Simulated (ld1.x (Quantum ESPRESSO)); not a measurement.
# zirconium (Zr) PAW: all-electron and pseudo phase curves

ld1.x (Quantum ESPRESSO) 7.5 input, shortened:

```
&input
   title='Zr', zed=40., rel=2, dft='PBE', iswitch=3,
   config='[Kr] 4d2 5s2 5p0', rel_dist='average'
 /
 &inputp
   pseudotype=3, lpaw=.true., tm=.true., lloc=-1, rcloc=3.30,
   nlcc=.true., new_core_ps=.true., rcore=2.45,
   which_augfun='PSQ', rmatch_augfun=2.10
 /
6
5S  1  0   2.00   0.00  2.95  3.40  0.0
5S  1  0   0.00   1.40  2.95  3.40  0.0
5P  2  1   0.00   0.00  3.05  4.15  0.0
5P  2  1   0.00   2.00  3.05  4.15  0.0
4D  3  2   2.00   0.00  2.45  2.75  0.0
4D  3  2   0.00   0.55  2.45  2.75  0.0
 &test
   configts(1)='4d2 5s2 5p0'
 /
```

Open shells are filled in proportion to 2j + 1 (rel_dist='average').

The phase is arctan(r·u′/u) with u = r·R(r), unwrapped; energies in Ry, scanned from -2 to 5 Ry. A pole is an energy at which the radial function vanishes at the test radius. The pseudo phase is shifted by a multiple of π to meet the all-electron one at the reference energy, and phase errors are pseudo minus all-electron; the curves can meet again beyond the range given. Levels narrower than the energy grid can be missing from the lists of poles.

Problem. For each channel, where are the poles, and over which energies does the pseudopotential scatter like the atom?

Solution.

| channel | radius (bohr) | reference energy (Ry) | poles, all-electron | poles, pseudo | unbroken range about the reference energy with phases within 0.05 rad | phase error 1 Ry above the reference energy (rad) |
| --- | --- | --- | --- | --- | --- | --- |
| s | 4.50 | -0.33 | 0.02, 2.64 | 0.02, 2.61, 3.44 | below 3.2 | -0.000 |
| p1/2 | 4.50 | -0.11 | 0.50, 3.24 | 0.49, 3.07, 4.56 | below 3.4 | -0.003 |
| p3/2 | 4.50 | -0.11 | 0.54, 3.31 | 0.53, 3.11, 4.55 | below 3.4 | -0.003 |
| d3/2 | 4.50 | -0.27 | -0.21, 1.55, 4.52 | -0.21, 1.55, 4.61 | below 2.8 | +0.000 |
| d5/2 | 4.50 | -0.26 | -0.19, 1.56, 4.54 | -0.19, 1.56, 4.63 | below 2.8 | +0.000 |

The ghost test of this file was not conclusive.

Phases in the d3/2 channel:

| E (Ry) | all-electron | pseudo |
| --- | --- | --- |
| -2.00 | 1.412 | 1.412 |
| -1.76 | 1.401 | 1.401 |
| -1.52 | 1.387 | 1.387 |
| -1.28 | 1.369 | 1.369 |
| -1.04 | 1.345 | 1.345 |
| -0.80 | 1.306 | 1.306 |
| -0.56 | 1.222 | 1.222 |
| -0.32 | 0.170 | 0.170 |
| -0.08 | -1.772 | -1.772 |
| 0.16 | -1.970 | -1.970 |
| 0.40 | -2.382 | -2.382 |
| 0.64 | -3.705 | -3.705 |
| 0.88 | -4.378 | -4.378 |
| 1.12 | -4.570 | -4.570 |
| 1.36 | -4.662 | -4.662 |
| 1.60 | -4.723 | -4.723 |
| 1.84 | -4.775 | -4.774 |
| 2.08 | -4.830 | -4.829 |
| 2.32 | -4.908 | -4.905 |
| 2.56 | -5.064 | -5.054 |
| 2.80 | -5.644 | -5.579 |
| 3.04 | -7.176 | -7.112 |
| 3.28 | -7.575 | -7.556 |
| 3.52 | -7.697 | -7.687 |
| 3.76 | -7.759 | -7.751 |
| 4.00 | -7.798 | -7.791 |
| 4.24 | -7.826 | -7.820 |
| 4.48 | -7.850 | -7.843 |
| 4.72 | -7.872 | -7.864 |
| 4.96 | -7.893 | -7.883 |
